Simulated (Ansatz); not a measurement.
Mo₃S₇⁻, relaxed as a doublet with UKS r2SCAN-D4/def2-SVP in Ansatz, starting from the GFN2-xTB geometry. Force threshold 0.03 eV/Å.

In the def2 sets Mo takes a core potential; there is no spin–orbit coupling. Another isomer (doublet) lies 1.03 eV lower at PBE0-D4/def2-SVP; other spin states weren't run for this one.

Start:

```xyz
10

Mo   -0.0865   -0.1433    0.9447
Mo   -0.9657   -0.2084   -1.1609
Mo    1.4868   -0.3849   -0.7410
S     2.2063    1.7578   -0.1604
S     0.7697    1.6290    1.2828
S    -2.1574    0.2633    0.9875
S     0.3759   -1.6863   -2.3190
S    -1.6712    1.5020   -2.1988
S    -1.3831   -1.1885    2.1469
S     1.4251   -1.5407    1.2182
```

| step | energy (eV) | largest force component (eV/Å) | SCF passes |
| --- | --- | --- | --- |
| 1 | -81398.0102 | 7.595 | 58 |
| 2 | -81401.9437 | 2.742 | 56 |
| 3 | -81403.4370 | 0.815 | 53 |
| 4 | -81403.7606 | 0.517 | 48 |
| 5 | -81403.8795 | 0.462 | 48 |
| 6 | -81403.9866 | 0.484 | 46 |
| 7 | -81404.1279 | 1.080 | 47 |
| 8 | -81404.2630 | 1.481 | 46 |
| 9 | -81404.5169 | 1.414 | 47 |
| 10 | -81404.7268 | 0.719 | 46 |
| 11 | -81404.8194 | 1.093 | 41 |
| 12 | -81404.9066 | 0.291 | 46 |
| 13 (rejected) | -81404.8828 | 0.795 | 45 |
| 14 | -81404.9214 | 0.098 | 40 |
| 15 | -81404.9227 | 0.040 | 37 |
| 16 | -81404.9229 | 0.014 | 36 |

Force components are those of the run's own axes.

End:

```xyz
10

Mo   -0.0919    0.0964    1.2821
Mo   -1.0213   -0.0371   -1.1486
Mo    1.4720   -0.4758   -0.7468
S     2.6295    1.2129   -1.3518
S     0.2568    2.0659    2.0213
S    -2.5516   -0.2967    0.7173
S     0.1573   -1.6622   -2.3137
S    -1.1357    1.9049   -2.0141
S    -1.5411   -1.5319    2.1751
S     1.8260   -1.2764    1.3791
```

Bonds lost: Mo3–S5, S4–S5 (atoms count from 1).

No frequencies were taken in this run, so the end may be a saddle point.

It took 4.4 min on 6 threads of Intel Xeon on a shared host, peak host memory 0.66 GiB.
